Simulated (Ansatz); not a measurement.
**Question.** Name a neutral molecule of C, F, Zn and H with size of the dipole moment (ωB97M-V/def2-TZVPP) between 4.30 and 4.60 D and LUMO energy (B3LYP/def2-TZVPP) between -3.90 and -3.60 eV (Ansatz, PBE0-D4/def2-TZVP geometry).

**Answer.** `F[C]1=[CH][Zn]1` (4.52 D, -3.86 eV). Other molecules can fit too; these were computed, each in one conformer that needn't be the lowest.

B3LYP here is the variant with VWN-RPA as its local correlation; programs differ in this.
